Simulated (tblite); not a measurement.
A geometry optimisation, step by step.

Species: C5H14FPSi2.
SMILES with atom numbers: `[CH3:1][CH2:2][C@@H:3]1[CH2:4][C@@H:5]1[SiH2:6][PH:7][SiH2:8][F:9]` (hydrogens: H10, H11, H12 on C1; H13, H14 on C2; H15 on C3; H16, H17 on C4; H18 on C5; H19, H20 on Si6; H21 on P7; H22, H23 on Si8)

Computed with GFN2-xTB (tblite), gas phase: L-BFGS steps from a force-field or distance-geometry start until the largest atomic force falls under 0.01 eV/Å. 9 of its 195 geometries are shown.

Step 0: E = -777.3340 eV, largest atomic force 2.129 eV/Å
```
atom  x, y, z in Å  |  force x, y, z in eV/Å
C1     -3.389   -0.206    0.717   -0.987  -0.110  -0.446
C2     -2.025    0.399    0.987   -0.233   0.797   1.474
C3     -1.490    0.824   -0.337   -0.034  -0.177  -0.805
C4     -1.394   -0.350   -1.308    0.190   0.102   0.827
C5     -0.163    0.396   -0.843    0.153   0.547  -2.052
Si6     1.089   -0.429    0.218    0.757  -0.635   0.112
P7      2.885    0.884    0.234   -0.177   1.150   0.640
Si8     4.563   -0.327   -0.524    0.069  -0.629   0.256
F9      4.483   -1.845    0.196    0.074   1.622  -0.837
H10    -4.050    0.563    0.238    0.419  -0.673   0.597
H11    -3.874   -0.620    1.618    0.210   0.337  -0.422
H12    -3.268   -1.014   -0.032   -0.320   0.357   0.642
H13    -1.399   -0.343    1.530   -0.315   0.534  -0.543
H14    -2.139    1.300    1.651    0.127  -0.756  -0.345
H15    -1.858    1.806   -0.720    0.054  -0.978   0.298
H16    -1.854   -0.141   -2.266    0.480  -0.565  -0.043
H17    -1.440   -1.379   -0.867   -0.410   1.124  -0.779
H18     0.293    0.961   -1.702   -0.430   0.030   1.028
H19     1.422   -1.748   -0.354   -0.032   0.032   0.059
H20     0.669   -0.643    1.605    0.190   0.052   0.040
H21     2.641    2.035   -0.621    0.282  -1.400   0.288
H22     5.809    0.315   -0.074   -0.226  -0.352  -0.002
H23     4.485   -0.408   -1.978    0.160  -0.410   0.012
```

Step 24: E = -778.2999 eV, largest atomic force 0.070 eV/Å
```
atom  x, y, z in Å  |  force x, y, z in eV/Å
C1     -3.534   -0.165    0.835   -0.003  -0.002  -0.010
C2     -2.111    0.381    0.936   -0.008  -0.003   0.048
C3     -1.551    0.734   -0.420   -0.051  -0.041  -0.007
C4     -1.268   -0.340   -1.417    0.052  -0.009  -0.016
C5     -0.127    0.449   -0.824    0.004  -0.027  -0.023
Si6     1.167   -0.430    0.233    0.026   0.013  -0.005
P7      2.928    0.957    0.427   -0.035   0.014  -0.014
Si8     4.551   -0.237   -0.503    0.037   0.003  -0.021
F9      4.494   -1.723    0.120    0.008   0.025   0.000
H10    -4.207    0.571    0.400    0.028   0.020  -0.004
H11    -3.909   -0.432    1.821    0.006   0.018  -0.016
H12    -3.548   -1.053    0.209   -0.030  -0.016  -0.008
H13    -1.479   -0.364    1.416   -0.001  -0.066  -0.023
H14    -2.111    1.270    1.567    0.023   0.051   0.036
H15    -1.970    1.652   -0.820   -0.003   0.006  -0.002
H16    -1.524   -0.182   -2.455   -0.009   0.007   0.010
H17    -1.382   -1.365   -1.097    0.021   0.020   0.010
H18     0.301    1.196   -1.487   -0.037   0.018  -0.014
H19     1.512   -1.706   -0.413   -0.028   0.013   0.008
H20     0.770   -0.711    1.616    0.009   0.001   0.000
H21     2.691    1.698   -0.716    0.007   0.004   0.037
H22     5.854    0.285   -0.118    0.001  -0.001   0.026
H23     4.449   -0.457   -1.940   -0.017  -0.046  -0.012
```

Step 48: E = -778.3238 eV, largest atomic force 0.086 eV/Å
```
atom  x, y, z in Å  |  force x, y, z in eV/Å
C1     -3.587   -0.097    0.862    0.019   0.016  -0.002
C2     -2.103    0.254    0.928    0.022   0.003   0.014
C3     -1.582    0.657   -0.428    0.056   0.046   0.036
C4     -1.216   -0.364   -1.447   -0.033  -0.017  -0.019
C5     -0.139    0.491   -0.832    0.011  -0.001  -0.001
Si6     1.175   -0.367    0.215    0.011  -0.004   0.000
P7      2.958    0.983    0.424   -0.019   0.055  -0.024
Si8     4.559   -0.239   -0.502    0.054  -0.031  -0.007
F9      4.529   -1.675    0.230    0.015   0.024  -0.004
H10    -4.148    0.722    0.414   -0.022  -0.033   0.029
H11    -3.979   -0.284    1.859   -0.013  -0.004  -0.015
H12    -3.735   -0.990    0.259   -0.021   0.044  -0.012
H13    -1.547   -0.606    1.301   -0.003  -0.001  -0.017
H14    -1.950    1.083    1.626   -0.014  -0.028   0.008
H15    -2.064    1.553   -0.808   -0.005  -0.001   0.021
H16    -1.490   -0.201   -2.476   -0.015   0.006  -0.084
H17    -1.247   -1.400   -1.150   -0.019  -0.052   0.011
H18     0.233    1.288   -1.470    0.013  -0.007   0.011
H19     1.486   -1.649   -0.442    0.010   0.019   0.041
H20     0.790   -0.639    1.605   -0.005  -0.006  -0.015
H21     2.753    1.757   -0.702   -0.013  -0.011   0.009
H22     5.862    0.327   -0.183    0.002  -0.007   0.010
H23     4.435   -0.580   -1.915   -0.032  -0.010   0.010
```

Step 73: E = -778.3442 eV, largest atomic force 0.061 eV/Å
```
atom  x, y, z in Å  |  force x, y, z in eV/Å
C1     -3.611   -0.025    0.875   -0.022  -0.009   0.029
C2     -2.093    0.129    0.904    0.012   0.004  -0.011
C3     -1.576    0.608   -0.427    0.011   0.015  -0.012
C4     -1.213   -0.367   -1.494    0.056  -0.007  -0.023
C5     -0.134    0.459   -0.838    0.014   0.015  -0.005
Si6     1.194   -0.344    0.236   -0.049  -0.019   0.000
P7      2.943    1.058    0.352    0.034   0.012  -0.014
Si8     4.554   -0.222   -0.482    0.019   0.011  -0.005
F9      4.597   -1.559    0.417   -0.001   0.022  -0.022
H10    -4.088    0.916    0.607    0.018  -0.002   0.013
H11    -3.974   -0.327    1.853   -0.046  -0.015   0.037
H12    -3.908   -0.777    0.150    0.024  -0.003  -0.031
H13    -1.633   -0.829    1.153    0.003  -0.016  -0.008
H14    -1.816    0.844    1.682    0.008   0.021   0.009
H15    -2.057    1.523   -0.757   -0.020   0.007   0.012
H16    -1.476   -0.153   -2.519    0.004   0.014  -0.012
H17    -1.253   -1.419   -1.254    0.003   0.002   0.040
H18     0.233    1.284   -1.444    0.000  -0.003  -0.008
H19     1.540   -1.652   -0.343   -0.021  -0.012   0.008
H20     0.830   -0.536    1.644   -0.045  -0.019  -0.013
H21     2.725    1.736   -0.830   -0.002   0.000  -0.017
H22     5.854    0.404   -0.278   -0.018  -0.011  -0.018
H23     4.358   -0.723   -1.840    0.019  -0.007   0.052
```

Step 97: E = -778.3513 eV, largest atomic force 0.025 eV/Å
```
atom  x, y, z in Å  |  force x, y, z in eV/Å
C1     -3.612   -0.005    0.894   -0.009  -0.008  -0.004
C2     -2.088    0.081    0.889   -0.007   0.005   0.014
C3     -1.580    0.597   -0.434   -0.001   0.009   0.010
C4     -1.191   -0.352   -1.515   -0.003  -0.006   0.006
C5     -0.133    0.480   -0.836   -0.005   0.000  -0.006
Si6     1.178   -0.337    0.246   -0.019  -0.005  -0.002
P7      2.929    1.067    0.302    0.001   0.012   0.014
Si8     4.562   -0.218   -0.472    0.013  -0.013   0.002
F9      4.655   -1.485    0.519    0.004   0.002  -0.002
H10    -4.050    0.979    0.742    0.000  -0.018  -0.007
H11    -3.971   -0.397    1.843    0.008  -0.001   0.002
H12    -3.954   -0.662    0.098   -0.005   0.005  -0.005
H13    -1.665   -0.906    1.082    0.005   0.013   0.000
H14    -1.762    0.750    1.690    0.009  -0.004   0.007
H15    -2.077    1.510   -0.745   -0.006   0.008  -0.001
H16    -1.454   -0.130   -2.539    0.011   0.013   0.001
H17    -1.214   -1.406   -1.281   -0.006  -0.015  -0.012
H18     0.232    1.319   -1.423   -0.011   0.000  -0.004
H19     1.495   -1.665   -0.302   -0.004  -0.004  -0.002
H20     0.787   -0.500    1.650    0.008   0.003   0.000
H21     2.697    1.681   -0.911    0.016   0.013  -0.015
H22     5.845    0.457   -0.343   -0.001   0.001  -0.005
H23     4.366   -0.828   -1.783    0.003  -0.011   0.011
```

Step 121: E = -778.3576 eV, largest atomic force 0.051 eV/Å
```
atom  x, y, z in Å  |  force x, y, z in eV/Å
C1     -3.616   -0.075    0.904   -0.008  -0.003  -0.018
C2     -2.095    0.069    0.889   -0.016   0.001  -0.001
C3     -1.612    0.640   -0.420    0.006  -0.013  -0.021
C4     -1.232   -0.271   -1.536    0.014  -0.012  -0.014
C5     -0.168    0.545   -0.847   -0.007   0.000   0.006
Si6     1.155   -0.293    0.204    0.032   0.031   0.006
P7      2.959    1.049    0.211    0.000  -0.004  -0.019
Si8     4.615   -0.281   -0.434   -0.018   0.014   0.036
F9      4.806   -1.373    0.733   -0.010  -0.015   0.011
H10    -4.098    0.899    0.838    0.043  -0.021   0.009
H11    -3.944   -0.560    1.821    0.007   0.025  -0.019
H12    -3.951   -0.674    0.058    0.042  -0.009   0.027
H13    -1.631   -0.907    1.049   -0.028   0.014  -0.006
H14    -1.782    0.725    1.706   -0.020  -0.005   0.033
H15    -2.121    1.560   -0.692   -0.005  -0.001   0.000
H16    -1.509   -0.022   -2.550    0.008   0.035  -0.002
H17    -1.248   -1.333   -1.338   -0.003  -0.011   0.007
H18     0.184    1.403   -1.413   -0.008   0.001   0.004
H19     1.410   -1.649   -0.307    0.003  -0.001  -0.023
H20     0.798   -0.401    1.622    0.005  -0.008   0.018
H21     2.795    1.606   -1.041   -0.028  -0.010  -0.016
H22     5.864    0.465   -0.460    0.007   0.007  -0.008
H23     4.416   -1.095   -1.627   -0.017  -0.015  -0.009
```

Step 146: E = -778.3863 eV, largest atomic force 0.069 eV/Å
```
atom  x, y, z in Å  |  force x, y, z in eV/Å
C1     -3.576   -0.279    0.873    0.017  -0.007  -0.014
C2     -2.080    0.021    0.919   -0.005  -0.007   0.013
C3     -1.643    0.750   -0.325   -0.012  -0.015   0.008
C4     -1.279   -0.016   -1.551   -0.009   0.001   0.001
C5     -0.212    0.736   -0.795   -0.011   0.011   0.010
Si6     1.159   -0.188    0.110   -0.015  -0.002  -0.037
P7      2.975    1.088   -0.191    0.036   0.008   0.000
Si8     4.611   -0.409   -0.303   -0.026  -0.005   0.008
F9      4.883   -0.921    1.200   -0.018   0.035  -0.057
H10    -4.146    0.644    0.783    0.005  -0.023   0.018
H11    -3.894   -0.797    1.774    0.000   0.007   0.016
H12    -3.806   -0.907    0.015   -0.010   0.002  -0.010
H13    -1.518   -0.911    1.011   -0.025   0.003  -0.004
H14    -1.857    0.634    1.796    0.000  -0.006   0.015
H15    -2.180    1.683   -0.470    0.014  -0.014  -0.029
H16    -1.591    0.348   -2.519    0.011   0.034  -0.006
H17    -1.273   -1.094   -1.482    0.007   0.007   0.016
H18     0.110    1.663   -1.261    0.012  -0.014  -0.010
H19     1.309   -1.541   -0.454   -0.037  -0.021   0.020
H20     0.960   -0.306    1.559    0.027   0.020  -0.034
H21     2.853    1.216   -1.562    0.011  -0.027   0.039
H22     5.830    0.265   -0.725    0.034  -0.027   0.015
H23     4.362   -1.651   -1.030   -0.004   0.041   0.024
```

Step 170: E = -778.4008 eV, largest atomic force 0.048 eV/Å
```
atom  x, y, z in Å  |  force x, y, z in eV/Å
C1     -3.550   -0.377    0.871   -0.029  -0.015   0.000
C2     -2.058   -0.058    0.903   -0.017  -0.013   0.021
C3     -1.665    0.786   -0.283    0.014   0.017   0.029
C4     -1.307    0.136   -1.575   -0.001  -0.002   0.003
C5     -0.244    0.847   -0.774    0.015  -0.013  -0.024
Si6     1.156   -0.110    0.043    0.003   0.001   0.005
P7      3.001    1.053   -0.483   -0.004  -0.017  -0.035
Si8     4.611   -0.451   -0.222   -0.030  -0.020  -0.030
F9      4.895   -0.541    1.359   -0.004  -0.002   0.025
H10    -4.134    0.540    0.909    0.000  -0.026   0.004
H11    -3.828   -1.001    1.717    0.001   0.015   0.005
H12    -3.804   -0.906   -0.045    0.004   0.007  -0.004
H13    -1.483   -0.985    0.899    0.008   0.003  -0.018
H14    -1.823    0.475    1.827    0.020   0.013   0.004
H15    -2.223    1.715   -0.341   -0.024   0.004  -0.009
H16    -1.642    0.574   -2.503    0.008   0.024   0.001
H17    -1.280   -0.943   -1.595    0.018  -0.005  -0.007
H18     0.056    1.814   -1.167   -0.006   0.004  -0.020
H19     1.156   -1.508   -0.431    0.020   0.032   0.030
H20     1.087   -0.104    1.508    0.000  -0.021  -0.013
H21     2.910    0.880   -1.851    0.003  -0.005   0.029
H22     5.856    0.021   -0.809    0.005   0.019   0.001
H23     4.307   -1.830   -0.587   -0.003  -0.002   0.003
```

Step 194: E = -778.4045 eV, largest atomic force 0.009 eV/Å
```
atom  x, y, z in Å  |  force x, y, z in eV/Å
C1     -3.517   -0.450    0.864    0.002  -0.001   0.002
C2     -2.035   -0.084    0.896    0.003   0.000  -0.004
C3     -1.673    0.820   -0.256    0.000  -0.002  -0.004
C4     -1.318    0.234   -1.580    0.002  -0.001  -0.003
C5     -0.258    0.923   -0.759    0.000   0.000  -0.003
Si6     1.156   -0.053    0.011   -0.003   0.004   0.003
P7      3.011    1.001   -0.677   -0.005   0.004  -0.002
Si8     4.580   -0.484   -0.179   -0.006   0.000   0.006
F9      4.837   -0.347    1.403   -0.001  -0.002   0.001
H10    -4.132    0.444    0.947    0.001   0.000   0.000
H11    -3.764   -1.116    1.687   -0.005  -0.001   0.002
H12    -3.762   -0.948   -0.071    0.003  -0.001   0.001
H13    -1.433   -0.992    0.847    0.002   0.003  -0.002
H14    -1.804    0.417    1.840    0.002   0.000   0.000
H15    -2.251    1.738   -0.270   -0.002  -0.003   0.002
H16    -1.666    0.716   -2.482   -0.003   0.002   0.001
H17    -1.274   -0.842   -1.656    0.001  -0.001   0.002
H18     0.027    1.908   -1.117    0.001   0.001   0.001
H19     1.103   -1.466   -0.405   -0.001  -0.002   0.004
H20     1.159   -0.004    1.477    0.002   0.003  -0.001
H21     2.916    0.623   -2.003    0.001   0.000  -0.002
H22     5.840   -0.116   -0.808    0.005  -0.002   0.003
H23     4.253   -1.897   -0.338    0.001  -0.003  -0.008
```

Problem. Summarise the path.

Solution. The energy falls by 24.69 kcal/mol from step 0 to step 194; nine tenths of that is first reached at step 23. It falls at every step. The largest force goes from 2.129 to 0.009 eV/Å. Among the bonds Si8–F9 changes most (a near tie, within 0.001 Å, with another), from 1.683 to 1.609 Å; the atoms move by 0.997 Å rms after alignment.

Problem. Follow the three bonds and two angles with the largest change from start to end.

Solution. 
```
step  E above end (kcal/mol)  largest force (eV/Å)  Si8–F9 (Å)  P7–H21 (Å)  C5–Si6 (Å)  Si8–P7–H21 (°)  Si6–P7–H21 (°)
   0                   24.69                 2.129       1.683       1.454       1.837           111.1           109.1
   8                    5.85                 0.294       1.615       1.388       1.887            95.7            99.5
  17                    3.04                 0.206       1.611       1.378       1.888            94.9            97.1
  25                    2.39                 0.072       1.612       1.381       1.887            93.8            97.3
  34                    2.23                 0.091       1.611       1.381       1.889            94.8            97.5
  42                    1.99                 0.073       1.612       1.381       1.886            95.5            97.9
  51                    1.80                 0.092       1.611       1.380       1.886            94.0            98.5
  59                    1.66                 0.063       1.612       1.382       1.886            94.4            97.9
  67                    1.54                 0.070       1.612       1.383       1.886            94.7            98.2
  76                    1.35                 0.059       1.611       1.381       1.885            94.5            97.9
  84                    1.27                 0.035       1.611       1.382       1.884            94.2            98.0
  93                    1.24                 0.030       1.611       1.382       1.884            94.3            97.4
 101                    1.21                 0.028       1.610       1.381       1.885            94.2            97.0
 110                    1.16                 0.035       1.610       1.381       1.886            93.8            97.5
 118                    1.12                 0.046       1.611       1.382       1.886            93.9            98.1
 127                    1.00                 0.068       1.612       1.383       1.888            94.5            97.9
 135                    0.77                 0.089       1.608       1.381       1.883            94.8            97.1
 143                    0.50                 0.109       1.612       1.385       1.885            94.0            96.5
 152                    0.32                 0.078       1.611       1.382       1.884            93.5            96.0
 160                    0.22                 0.043       1.609       1.382       1.883            94.0            96.3
 169                    0.10                 0.051       1.608       1.382       1.883            94.5            96.5
 177                    0.03                 0.032       1.610       1.382       1.884            94.5            96.2
 186                    0.01                 0.022       1.609       1.382       1.883            94.7            96.5
 194                    0.00                 0.009       1.609       1.381       1.882            94.6            96.3
```

What follows is the cost of the whole relaxation. On an Arm Neoverse N1 with one thread, no GPU, shared host with 64 logical CPUs at a one-minute load of 60, this took 4.2 s wall.
